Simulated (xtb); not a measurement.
Ti(OtBu)4 (C₁₆H₃₆O₄Ti), SMILES CC(C)(C)[O][Ti]([O]C(C)(C)C)([O]C(C)(C)C)[O]C(C)(C)C, multiplicity 1. All values are semi-empirical tight-binding results from xtb (GFN2-xTB unless named), good for trends rather than for accurate numbers. The structure is a stationary point at GFN2-xTB. The spin state was assumed, not searched. One conformer was computed; it need not be the lowest.

For metal compounds this method's bond lengths and energies can be far off.

Computed properties:
```
Item                                           Result
-------------------------------------  --------------
point group as xtb finds it                        S4
orbital gap                                   3.99 eV
zero-point energy                      308.0 kcal/mol
G − E(el) at 298.15 K (modified RRHO)  271.8 kcal/mol
```
